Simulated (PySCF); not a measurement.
# Computed data sheet: `C/C([SiH3])=C(\F)C#N`

C4H6FNSi.
Cartesian coordinates in Å at the GFN2-xTB level; atoms count from 1:
```xyz
13
C4H6FNSi angstrom
C     -1.7248    0.0262    0.1859
C     -0.2447    0.1292    0.0170
Si     0.7496   -1.4805   -0.1180
C      0.3581    1.3214   -0.0156
F     -0.3407    2.4840    0.1025
C      1.7503    1.5152   -0.1632
N      2.8783    1.6848   -0.2794
H     -2.1584   -0.4686   -0.6827
H     -2.1921    1.0015    0.3054
H     -1.9535   -0.5867    1.0571
H      1.0075   -1.9443    1.2461
H      1.9859   -1.2537   -0.8549
H     -0.1198   -2.4278   -0.8178
```

Some functional groups and rings: nitrile, C=C double bond, C–F bond, Si–H bond and C–Si bond.

**GFN2-xTB geometry**

```yaml
Rotational_constants_A_B_C_of_the_GFN2-xTB_geometry: 2.553, 1.906, 1.113 GHz
```

wB97X-D/def2-SVPD ground state and vertical TDDFT (core frozen in the response) (PySCF):

```yaml
Dipole_moment: 4.11 D
HOMO_energy: -9.82 eV
LUMO_energy: 0.00 eV
HOMO–LUMO_gap: 9.82 eV
Lowest_singlet_excitation: 5.96 eV (208 nm, f = 0.377)
Strongest_line_among_the_8_lowest_singlet_transitions: S1 at 5.96 eV (208 nm, f = 0.377)
Lowest_triplet_excitation_Tamm–Dancoff: 3.64 eV
Static_isotropic_polarisability: 80.4 au
Electronic_spatial_extent_⟨r²⟩_about_the_centre_of_nuclear_charge: 1008 bohr²
```

**PBE0/pcSseg-1 ground state and GIAO shieldings, non-relativistic (PySCF)**

```yaml
Lowest_Hirshfeld_atomic_charge: -0.19 e on N7
Highest_Hirshfeld_atomic_charge: +0.32 e on Si3
13C_chemical_shifts_computed_TMS_as_zero_by_class: 145.0 (C4), 137.0 (C2), 117.9 (C6), 18.0 (C1) ppm
1H_chemical_shifts_computed_TMS_as_zero_by_class: 4.33 (H11/H12/H13), 2.17 (H8/H9/H10) ppm
Isotropic_shieldings_of_nuclei_other_than_C_and_H_by_class: -59 (N7), 268 (F5), 418 (Si3) ppm
Mayer_bond_orders_between_heavy_atoms: C1–C2 1.07, C2–Si3 0.82, C2–C4 1.71, C4–F5 0.95, C4–C6 1.04, C6–N7 2.96
```

Monoisotopic mass from the formula: 115.0254 u.

In atomic units the dipole is 1.62 e·bohr (1 au = 2.5417 D). The principal polarisabilities are 58.0, 79.5 and 103.7 au; their mean is the isotropic value. The largest Löwdin shares of the HOMO are 0.27 on C2, 0.25 on C4, 0.14 on N7 and 0.10 on F5. S1 lies 3.86 eV below the HOMO–LUMO gap; its leading configuration is HOMO→LUMO, weight 0.93. The rotational constants make it an asymmetric top with κ = (2B − A − C)/(A − C) = 0.10, nearer the oblate limit (+1). The vertical singlet–triplet gap S1 − T1 is 2.32 eV (TDDFT singlet less Tamm–Dancoff triplet; S1: HOMO→LUMO, weight 0.93; T1: HOMO→LUMO, weight 0.95). With B = h/(8π²I), that is 505.379 GHz u Å² over I, the principal moments of inertia are 198.0, 265.1 and 454.1 u Å² (most abundant isotopes); the inertial defect Ic − Ia − Ib is -9.0 u Å² (zero for a rigid planar frame, negative otherwise). In wavenumbers S1 is 48000 cm⁻¹ (1 eV = 8065.54 cm⁻¹).

Isolated species at its GFN2-xTB geometry, gas phase. GFN2-xTB frequencies show an imaginary mode (23i cm⁻¹), so this geometry is no minimum at that level. NMR classes are plain means over equivalent atoms (diastereotopic ones count apart unless rotation or inversion swaps them), as if these changed places fast; in this geometry the members of some classes differ.
